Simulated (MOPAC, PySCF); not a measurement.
[Hf(F)4], neutral singlet in the gas phase. 

Cartesian coordinates (Å):
```xyz
5

Hf     0.0000     0.0000     0.0000
F     -1.3985     1.1524    -0.5959
F      1.0302     0.8890     1.3369
F      1.1241    -0.4506    -1.4739
F     -0.7558    -1.5908     0.7329
```
Charge 0, multiplicity 1.

All levels are single points at this geometry (r2SCAN-D4/def2-SVP); Pople sets use spherical d functions. Orbital energies aren't observables, and empty levels follow the basis.

```json
[
 {"level": "B3LYP-D3(BJ)/def2-TZVP in PySCF", "HOMO (eV)": "-11.86", "LUMO (eV)": "-1.32", "gap (eV)": "10.54", "dipole (D)": "0.00", "vertical IE, Delta-SCF (eV)": "–"},
 {"level": "PBE-D3(BJ)/def2-TZVP in PySCF", "HOMO (eV)": "-10.10", "LUMO (eV)": "-1.65", "gap (eV)": "8.45", "dipole (D)": "0.00", "vertical IE, Delta-SCF (eV)": "–"},
 {"level": "TPSSh-D3(BJ)/def2-TZVP in PySCF", "HOMO (eV)": "-11.02", "LUMO (eV)": "-1.13", "gap (eV)": "9.89", "dipole (D)": "0.00", "vertical IE, Delta-SCF (eV)": "–"},
 {"level": "B3LYP/6-311+G** (LANL2DZ on Hf) in PySCF", "HOMO (eV)": "-12.15", "LUMO (eV)": "-1.88", "gap (eV)": "10.27", "dipole (D)": "0.00", "vertical IE, Delta-SCF (eV)": "–"},
 {"level": "B3LYP/6-31G* (LANL2DZ on Hf) in PySCF", "HOMO (eV)": "-11.41", "LUMO (eV)": "-1.06", "gap (eV)": "10.35", "dipole (D)": "0.00", "vertical IE, Delta-SCF (eV)": "14.05"},
 {"level": "B3LYP/LANL2DZ in PySCF", "HOMO (eV)": "-12.03", "LUMO (eV)": "-1.95", "gap (eV)": "10.08", "dipole (D)": "0.00", "vertical IE, Delta-SCF (eV)": "–"},
 {"level": "BP86/6-31G* (LANL2DZ on Hf) in PySCF", "HOMO (eV)": "-9.79", "LUMO (eV)": "-1.76", "gap (eV)": "8.03", "dipole (D)": "0.00", "vertical IE, Delta-SCF (eV)": "–"},
 {"level": "M06-2X/6-31G* (LANL2DZ on Hf) in PySCF", "HOMO (eV)": "-13.83", "LUMO (eV)": "-0.23", "gap (eV)": "13.61", "dipole (D)": "0.00", "vertical IE, Delta-SCF (eV)": "–"},
 {"level": "PBE/6-31G* (LANL2DZ on Hf) in PySCF", "HOMO (eV)": "-9.66", "LUMO (eV)": "-1.63", "gap (eV)": "8.04", "dipole (D)": "0.00", "vertical IE, Delta-SCF (eV)": "–"},
 {"level": "SVWN5/6-31G* (LANL2DZ on Hf) in PySCF", "HOMO (eV)": "-9.92", "LUMO (eV)": "-1.91", "gap (eV)": "8.01", "dipole (D)": "0.00", "vertical IE, Delta-SCF (eV)": "–"},
 {"level": "HF/6-31G* (LANL2DZ on Hf) in PySCF", "HOMO (eV)": "-17.33", "LUMO (eV)": "1.94", "gap (eV)": "19.27", "dipole (D)": "0.00", "vertical IE, Delta-SCF (eV)": "14.76"},
 {"level": "PM6 in MOPAC", "HOMO (eV)": "-13.42", "LUMO (eV)": "-2.18", "gap (eV)": "11.24", "dipole (D)": "0.00", "vertical IE, Delta-SCF (eV)": "–"},
 {"level": "PM7 in MOPAC", "HOMO (eV)": "-15.81", "LUMO (eV)": "-0.87", "gap (eV)": "14.94", "dipole (D)": "0.00", "vertical IE, Delta-SCF (eV)": "–"}
]
```
